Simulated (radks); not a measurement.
Question: These are the eigenvalues of the occupied orbitals of an atom or ion with whole-number occupations (Ry). Calculated with a radial shooting solver on a logarithmic mesh with Libxc functionals: scalar-relativistic Kohn-Sham, TASK exchange with Perdew-Wang LDA correlation, spin-polarised, spherical densities, finite nucleus; meta-GGA in the generalised Kohn-Sham scheme; Fermi nuclear charge, rms radius of each element as measured or else 0.836 A^(1/3) + 0.57 fm.

orbital  eigenvalue
1s up     -3195.433
1s down   -3195.431
2s down   -519.1280
2s up     -519.1273
2p down   -464.0315
2p up     -464.0313
3s up     -113.6112
3s down   -113.4933
3p up     -96.16630
3p down   -96.04743
3d up     -71.88546
3d down   -71.79227
4s up     -23.33987
4s down   -23.03287
4p up     -17.58401
4p down   -17.27068
4d up      -9.34692
4d down    -9.01836
5s up      -3.68420
5s down    -3.45879
5p up      -2.23383
5p down    -2.05995
6s up      -0.63131
4f up      -0.60415

Which element is it, and in what charge state? The configuration may be excited. Open shells, if any, are filled with parallel spins first.

Answer: Z = 60, neodymium, charge +1: Nd+ in [Xe] 4f4 6s1. The list shows which subshells hold electrons but not how many an open one holds; the 1s level, -1597.7 hartree, gives Z - s = 56.5 by -(Z - s)^2/2, which with screening and relativity narrows Z to a few neighbours, and the depths of the outer levels then fix element, charge and occupations together.
